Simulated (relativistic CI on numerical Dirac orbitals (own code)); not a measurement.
Pr⁴⁺: 5p photoemission

Computed with this model: Dirac-Coulomb-Breit CI, orbitals from a KLI potential per configuration, model QED (radiative potential, 1s self-energy scaled to tabulated hydrogen-like ionisation energies), valence Slater integrals scaled by 0.8, multiplet model of photoemission in the sudden approximation; configurations [Xe] 4f → [Kr] 4d10 4f 5s2 5p5; 300 K; Lorentzian 0.6 eV and Gaussian 0.5 eV FWHM. Energies are those of the free ion, without screening or charge transfer. The energies are binding energies and can lie tens of eV above those of solids. S is read from ⟨S²⟩ = S(S + 1).

free ion: ground-state S = 0.50, centroid 66.99 eV. Peaks (eV, height): 65.5 (100), 69.4 (59).

Strongest unbroadened transitions for free ion:

```csv
Energy (eV),Relative strength
64.77,33.6
65.21,35.3
65.54,100.0
65.88,20.5
66.24,58.1
66.72,0.1
66.88,21.8
69.31,77.6
69.80,0.7
69.86,0.8
70.03,55.0
```
